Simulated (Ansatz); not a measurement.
`C=[CH][InH][F]` and `C=[CH][InH][Cl]` differ in one atom or group.

Ansatz, PBE0-D4/def2-TZVP geometries, multiplicity 1. Each molecule was computed in one conformer, which needn't be the lowest.

Elements past krypton have def2 core potentials.

```csv
property,`C=[CH][InH][F]`
LUMO energy (PBE0/def2-TZVPP) / eV,-1.74
size of the dipole moment (B3LYP/def2-TZVPP) / D,3.27
HOMO energy (B3LYP/def2-TZVPP) / eV,-8.01
LUMO energy (ωB97M-V/def2-TZVPP) / eV,-0.15
HOMO–LUMO gap (PBE0/def2-TZVPP) / eV,6.45
HOMO–LUMO gap (B3LYP/def2-TZVPP) / eV,5.99
```

(1) Give the same properties after the change, and the shifts. (An estimate is asked.)

## Answers

(1) Ansatz gave: 
| property | `C=[CH][InH][Cl]` | shift |
| --- | --- | --- |
| LUMO energy (PBE0/def2-TZVPP) / eV | -1.89 | -0.15 |
| size of the dipole moment (B3LYP/def2-TZVPP) / D | 3.22 | -0.05 |
| HOMO energy (B3LYP/def2-TZVPP) / eV | -7.77 | 0.24 |
| LUMO energy (ωB97M-V/def2-TZVPP) / eV | -0.27 | -0.12 |
| HOMO–LUMO gap (PBE0/def2-TZVPP) / eV | 6.12 | -0.33 |
| HOMO–LUMO gap (B3LYP/def2-TZVPP) / eV | 5.63 | -0.36 |

With PBE0 the HOMO rises by 0.18 eV and the LUMO falls by 0.15 eV, so the gap narrows by about 0.33 eV. PBE moves the HOMO by 0.17 eV and ωB97M-V by 0.17 eV. Dipoles are sizes alone; their direction can turn.

B3LYP here is the variant with VWN-RPA as its local correlation; programs differ in this.
